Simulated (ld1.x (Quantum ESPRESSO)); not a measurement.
# Building the TM semilocal potential for technetium (Tc) (PBE, scalar-relativistic).

ld1.x (Quantum ESPRESSO) 7.5 input, shortened:

```
&input
   title='Tc', zed=43., rel=1, dft='PBE', iswitch=3,
   config='[Kr] 4d5 5s2 5p0'
 /
 &inputp
   pseudotype=1, tm=.true., lloc=1,
   nlcc=.false.
 /
3
5S  1  0   2.00   0.00  2.00  2.00  0.0
4D  3  2   5.00   0.00  1.45  1.45  0.0
5P  2  1   0.00   0.00  3.40  3.40  0.0
 &test
   configts(1)='4d5 5s2 5p0'
 /
```

Poles of the logarithmic derivatives, all-electron (AE) and pseudo (PS). s: poles at 0.2, 4.3 (AE) and 0.2, 1.5 (PS) Ry. p: poles at 0.9 (AE) and 0.9, 4.1 (PS) Ry. d: poles at -0.4, 2.3 (AE) and -0.4, 2.3 (PS) Ry. Test radius 3.70 bohr.

* Cutoffs needed: 50 Ry and 70 Ry (the cutoffs (Ry, on a coarse ladder) from which the occupation-weighted sum of valence levels, in a spherical-Bessel basis at the reference potential, stays within 10 and 1 mRy of its value at 400 Ry)
* Ghost test: no extra level below or beside the all-electron valence levels (s, d, p tested); the semilocal form is local in each channel, so this says nothing of the separable form that plane-wave codes build from it (spherical-Bessel basis up to 400 Ry, 20 bohr box)
* Largest excitation error: +124 meV (all-electron minus pseudo) for 4d4 5s0 5p0, out of 7 test configurations
